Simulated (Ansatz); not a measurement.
Program: Ansatz. Geometries: PBE0-D4/def2-TZVP. ΔE: electronic, gas phase. CCSD(T)/CBS adds triple-zeta CCSD(T) − MP2 to the extrapolated MP2 energy (def2 sets, frozen cores). This one scheme is used for every species. Functionals use def2-TZVPP. HSE06 is defined as in plane-wave codes. Each species was taken in one conformer, which may not be the lowest.

Consider the hydrogenolysis of the Si–O bond: `O[Si]O[SiH3]` + H₂ → `[SiH]O[SiH3]` + H₂O.

Task: Is it downhill or uphill in electronic energy at CCSD(T)/CBS, and by how much? (Best estimate.)

Result: The calculation gave: Uphill: ΔE = +147.4 kJ/mol.

Task: What do these levels give: LDA (SPW92), revPBE-D4, r2SCAN-D4, PBE0-D4, r2SCANh-D4, HSE06-D4, BHLYP-D4, PBE, HSE06, MP2/def2-SVP, CCSD(T)/def2-SVP, HF/def2-TZVPP? (An estimate is asked.)

Result: Ansatz gave: LDA (SPW92) 156.0, revPBE-D4 148.7, r2SCAN-D4 159.4, PBE0-D4 145.6, r2SCANh-D4 157.3, HSE06-D4 145.4, BHLYP-D4 149.2, PBE 147.2, HSE06 143.7, MP2/def2-SVP 146.9, CCSD(T)/def2-SVP 135.8, HF/def2-TZVPP 136.3 kJ/mol.

Largest T1 diagnostic among the species: 0.014.

From PBE to PBE0 (25 % exact exchange), in def2-TZVPP and without D4, ΔE moves by −3.4 kJ/mol. In def2-TZVPP, CCSD(T) changes the Hartree–Fock value by +10.3 kJ/mol (the triples alone add +4.1 kJ/mol) and MP2 by +20.0 kJ/mol. The D4 term adds +3.4 kJ/mol with B3LYP and +1.8 kJ/mol with PBE0; it sums over pairs of atoms, weighted by their polarisabilities, and B3LYP, whose exchange is more repulsive, gets the larger term.

B3LYP here is the variant with VWN-RPA as its local correlation; programs differ in this.
